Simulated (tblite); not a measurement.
A tight-binding relaxation on `Cc1pc(C(C)C)[p-]c1C`.

Computed with GFN2-xTB geometry optimisation, gas phase (tblite 0.8.0). Start geometry: from a force field or distance geometry. The input is one job of a driver script: a line of settings, then coordinates in Å.

Command:
```bash
OMP_NUM_THREADS=1 python probes_run.py task.json out
```

Input:
```
{"job": {"kind": "relax", "xc": "GFN2-xTB", "basis": "xTB"}, "charge": -1, "multiplicity": 1}
C     -3.318900    -1.218000    -0.790100
C     -2.005700    -0.637200    -0.452800
P     -0.384800    -1.522000    -0.580000
C      0.872500    -0.326800    -0.034700
C      2.305600    -0.732800    -0.006700
C      2.785300    -0.532500     1.406600
C      3.014800     0.263300    -0.912800
P     -0.130200     1.064900     0.366800
C     -1.720900     0.798000     0.101400
C     -2.657500     1.920200     0.404500
H     -4.050500    -0.374100    -0.811900
H     -3.624400    -1.985800    -0.021200
H     -3.213400    -1.726600    -1.741600
H      2.395300    -1.766600    -0.376000
H      2.138800     0.282400     1.851000
H      3.819500    -0.157100     1.472100
H      2.615400    -1.419500     2.047900
H      2.726300     0.159300    -1.964300
H      2.812000     1.297800    -0.599700
H      4.104700     0.064500    -0.812100
H     -2.191700     2.847800    -0.022000
H     -2.689000     2.059100     1.509500
H     -3.607900     1.668700    -0.023800
```

Output:
```
step      E/eV     max force
  0    -786.79478    6.641
  1    -788.05621    2.010
  2    -788.32749    2.190
  3    -788.53965    1.590
  4    -788.64305    0.500
  5    -788.67297    0.362
  6    -788.70733    0.514
  7    -788.74049    0.604
  8    -788.76780    0.366
  9    -788.78390    0.295
... (96 lines left out)
106    -789.01935    0.014
107    -789.01940    0.013
108    -789.01945    0.013
109    -789.01949    0.012
110    -789.01953    0.014
111    -789.01958    0.014
112    -789.01963    0.014
113    -789.01967    0.014
114    -789.01969    0.012
115    -789.01972    0.009
```

«max force» is the largest atomic force in eV/Å.

Task: From which step on does the largest force stay under 0.1 eV/Å, and how much energy is left to gain from there?

Result: From step 71 (0.083 eV/Å), 10.8 meV above the end.

Summary of the converged run: energy lowered by 51.3 kcal/mol over 115 steps; largest atomic force 0.009 eV/Å at the end.

Task: Where do the atoms end?

Result: 0.497 Å rms from the input after alignment:
```
atom  x, y, z in Å
C1    -3.1837   -1.0590   -0.6489
C2    -1.8019   -0.5453   -0.3508
P3    -0.3854   -1.5565   -0.5918
C4     0.7395   -0.3411   -0.0681
C5     2.2172   -0.6332   -0.0407
C6     2.7593   -0.5438    1.3856
C7     2.9767    0.3296   -0.9523
P8     0.0859    1.1950    0.4212
C9    -1.5812    0.7288    0.1169
C10   -2.7080    1.6944    0.3625
H11   -3.6693   -0.4519   -1.4181
H12   -3.8143   -1.0311    0.2445
H13   -3.1308   -2.0878   -1.0031
H14    2.3654   -1.6588   -0.4092
H15    2.5796    0.4569    1.7760
H16    3.8310   -0.7528    1.4154
H17    2.2426   -1.2570    2.0252
H18    2.6221    0.2309   -1.9767
H19    2.7926    1.3515   -0.6240
H20    4.0508    0.1328   -0.9287
H21   -2.3150    2.6411    0.7316
H22   -3.4105    1.2977    1.1010
H23   -3.2674    1.8865   -0.5573
```

Task: Estimate the wall time. Hardware: Intel Xeon Platinum 8488C, one thread, shared host.

Result: About 1.4 s.
Labels such as C1 count atoms from 1, the log's own numbers from 0.
